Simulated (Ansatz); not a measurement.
Born–Oppenheimer molecular dynamics of a periodic cell of 28 atoms, H19NO8 (contents 8 H2O + 1 NH3, density as packed 1.07 g/cm³ with natural masses). It starts from a partly relaxed structure (largest force component 0.15 eV/Å).

Method: DFT PBE-D3(BJ), scalar-relativistic, plane waves, PAW in Ansatz 0.2.0. Settings: accuracy low, cutoff 420 eV, k mesh 1x1x1, fermi-dirac smearing 0.02 eV, no spin polarisation.

```yaml
ensemble: NVT, Langevin thermostat
time_step: 0.5 fs
steps_asked: 300
set_temperature: 250 K
friction: 0.02 /fs
seed: 447103
```

First frame:

```xyz
28
Lattice="6.3088 0.0000 0.0000 0.0000 6.3088 0.0000 0.0000 0.0000 6.3088" Properties=species:S:1:pos:R:3
O 4.609 4.272 6.177
H 3.691 3.905 6.112
H 5.076 3.724 5.502
O 1.514 1.034 4.037
H 2.191 1.303 3.360
H 0.943 0.306 3.654
O 4.898 0.479 0.687
H 5.474 0.184 1.440
H 4.686 -0.401 0.263
O 6.095 5.685 2.929
H 5.275 5.489 3.423
H 6.404 4.757 2.553
O 2.130 3.327 5.593
H 2.318 3.833 4.760
H 1.982 2.407 5.288
O 3.562 2.012 2.525
H 4.234 1.926 3.249
H 3.921 1.489 1.759
O 3.218 4.575 3.383
H 2.693 5.244 2.925
H 3.278 3.800 2.777
O 5.340 2.067 4.697
H 5.196 1.519 5.512
H 6.274 1.864 4.444
N 0.420 3.426 1.801
H 1.206 3.430 1.151
H 0.474 2.561 2.341
H -0.414 3.389 1.204
```

Problem. What does the run give?

Solution. All steps were run.

| Quantity | Value |
| --- | --- |
| steps done | 300 |
| time covered | 150 fs |
| mean temperature over the second half | 264 K |
| spread of the potential energy over the second half | 3.9 meV per atom |
| mean potential energy of the second half above the start | 30.0 meV per atom |

A run of 0.15 ps of so small a system gives no equilibrium averages. Limits of this set-up: coarse k mesh, low accuracy level.

Problem. What happens to the structure?

Solution. Mean squared displacements from the first frame to the last, about the centre of mass: O 0.09 Å², H 0.21 Å², N 0.09 Å². The details hang on the random start.

Problem. How do temperature and energy run in time?

Solution. 
| time (fs) | T (K) | potential energy less start (eV) |
| --- | --- | --- |
| 0.0 | 241 | 0.000 |
| 5.0 | 167 | 0.301 |
| 10.0 | 179 | 0.324 |
| 15.0 | 116 | 0.534 |
| 20.0 | 185 | 0.319 |
| 25.0 | 114 | 0.552 |
| 30.0 | 133 | 0.424 |
| 35.0 | 139 | 0.476 |
| 40.0 | 223 | 0.349 |
| 45.0 | 182 | 0.521 |
| 50.0 | 217 | 0.502 |
| 55.0 | 197 | 0.704 |
| 60.0 | 263 | 0.692 |
| 65.0 | 229 | 0.766 |
| 70.0 | 288 | 0.627 |
| 75.0 | 275 | 0.754 |
| 80.0 | 280 | 0.786 |
| 85.0 | 281 | 0.806 |
| 90.0 | 255 | 0.881 |
| 95.0 | 256 | 0.941 |
| 100.0 | 278 | 0.902 |
| 105.0 | 285 | 0.915 |
| 110.0 | 256 | 0.856 |
| 115.0 | 246 | 0.897 |
| 120.0 | 279 | 0.790 |
| 125.0 | 257 | 0.796 |
| 130.0 | 262 | 0.740 |
| 135.0 | 253 | 0.662 |
| 140.0 | 276 | 0.747 |
| 145.0 | 284 | 0.687 |
| 150.0 | 272 | 0.819 |

Time of the run: 7.2 min on 1 thread of Arm Neoverse V1, with other jobs on the host, peak memory 0.39 GiB.
